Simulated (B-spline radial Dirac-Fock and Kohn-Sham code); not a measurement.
# Relativistic shifts of the levels of Xe¹²⁺

System: the Xe¹²⁺ ion, 1s2 2s2 2p6 3s2 3p6 3d10 4s2 4p6 4d6.

Both columns are ΔSCF binding energies of the configuration average from a radial finite-basis atomic code: non-relativistic Hartree-Fock with a point nucleus, and Dirac-Fock with a finite nucleus and the Coulomb interaction alone, averaged over the two j levels with weights 2j+1.

| shell | Hartree-Fock (eV) | Dirac-Fock (eV) | shift (eV) | shift (%) |
| --- | --- | --- | --- | --- |
| 1s | 33502.9 | 34938.7 | +1435.82 | +4.29 |
| 2s | 5365.1 | 5722.1 | +356.98 | +6.65 |
| 2p | 5047.8 | 5154.6 | +106.77 | +2.12 |
| 3s | 1317.8 | 1396.1 | +78.38 | +5.95 |
| 3p | 1182.8 | 1208.1 | +25.27 | +2.14 |
| 3d | 934.2 | 924.9 | -9.23 | -0.99 |
| 4s | 425.6 | 444.0 | +18.43 | +4.33 |
| 4p | 372.8 | 378.5 | +5.66 | +1.52 |
| 4d | 286.0 | 284.2 | -1.78 | -0.62 |

Relativity binds 1s, 2s, 2p, 3s, 3p, 4s, 4p more strongly, among those listed most of all 2s in relative terms, and 3d, 4d more weakly, because the contracted s and p shells screen the nucleus better.

Values without a named source are computed, but for edge energies of neutral atoms, which are taken from tables.
